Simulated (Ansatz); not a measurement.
The same path of H$_{2}$LiSeSi (5 atoms, charge 0, multiplicity 2) was run twice with different band settings.

Theory: UKS PBE-D4/def2-SVP in Ansatz 0.2.0.

Relaxed end points:

```xyz
5
Properties=species:S:1:pos:R:3
Li -1.017 -1.190 0.823
Se 1.281 -0.820 1.079
Si 0.438 0.280 -0.681
H -1.106 -0.066 -0.650
H 0.403 1.796 -0.570
```

```xyz
5
Properties=species:S:1:pos:R:3
Li -0.895 -0.967 1.764
Se 1.257 -0.948 0.859
Si -0.106 0.300 -0.391
H -0.405 -0.176 -1.795
H 0.149 1.790 -0.437
```

Common settings: movable images 5; climbing image yes; spring 5.0 eV/Å²; start path IDPP; force threshold 0.05 eV/Å; iteration limit 60; end points relaxed.

| run | optimiser | largest step |
| --- | --- | --- |
| 1 | quadratic models (default) | default |
| 2 | lbfgs | 0.02 Å |

(1) What does each run give, and how far can it be trusted?

## Answers

(1) Run 1: converged after 7 iterations, highest image 0.303 eV above the first end. A vibrational analysis at the climbing image gives one clearly imaginary mode, 467i cm⁻¹: a first-order saddle point.
Run 2: converged after 38 iterations, highest image 0.304 eV above the first end. Another band between the same ends (5 images) ends at a top of the same energy, where a vibrational analysis finds 1 clearly imaginary mode.
